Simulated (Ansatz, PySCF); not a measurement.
Species: sum formula HS$_{2}$O (charge 0, doublet). It need not be the lowest isomer of its formula. 
Geometry from a B3LYP-D3(BJ)/def2-TZVP (Ansatz, an electronic-structure program) optimisation:
```xyz
4

S      1.2760     0.2484     0.2598
S     -0.3936    -0.6010    -0.1748
O     -1.6115     0.5309    -0.1755
H     -1.2265     1.3947     0.0453
```
Charge 0, spin multiplicity 2.

Total electronic energies in hartree. Correlated levels leave the core frozen unless marked. UHF or UKS for open shells. Spin-orbit coupling is left out. No relativistic terms. CBS(X,Y): correlation extrapolated as X^-3; Hartree-Fock from the larger set. The bracket is a focal-point correction in the basis named.

```tsv
level	program	energy (Eh)
HF/cc-pwCVTZ	Ansatz	-870.54927
r2SCAN-D3(BJ)/def2-TZVPD	Ansatz + dftd3	-872.16479
B3LYP-D3(BJ)/def2-TZVPD	Ansatz + dftd3	-872.29010
PBE0/def2-QZVPP	Ansatz	-871.92305
BHLYP-D3(BJ)/def2-TZVPD	Ansatz + dftd3	-872.20553
M06-2X/def2-TZVPD	PySCF	-872.18053
HSE06-D3(BJ)/def2-TZVPD	Ansatz + dftd3	-871.87927
RPA@PBE/cc-pV(T+d)Z	Ansatz	-871.43906
MP2/STO-3G	Ansatz	-860.78364
MP2/cc-pVTZ	Ansatz	-871.11579
RI-MP2/CBS(cc-pV(T+d)Z,cc-pV(Q+d)Z)	Ansatz	-871.2230
SCS-MP2/cc-pV(D+d)Z	Ansatz	-870.90721
SCS-MP2/cc-pV(T+d)Z	Ansatz	-871.10930
CCSD(T) with core electrons (1s frozen past Ne)/cc-pwCVTZ	Ansatz	-871.78039
RI-MP2/CBS(cc-pV(T+d)Z,cc-pV(Q+d)Z)+[CCSD(T)-MP2]/cc-pV(T+d)Z	Ansatz	-871.2813
```

Totals of different functionals don't rank their quality; only differences between species are comparable.
